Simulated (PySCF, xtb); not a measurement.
C4H4ClF, SMILES C(/C=C)(F)=C\Cl.

GFN2-xTB in xtb 6.7.1 at its own geometry gives an orbital gap of 3.29 eV and a dipole moment of 2.62 D.

Geometry: B3LYP-D3(BJ)/def2-SVP. Other conformers were not sampled.

Task: What does CAM-B3LYP/def2-TZVP run with PySCF give? (The exact figures need the calculation; the answer reports its results.)

Result: gap 7.82 eV (levels -8.08 and -0.27 eV), dipole 2.35 D.
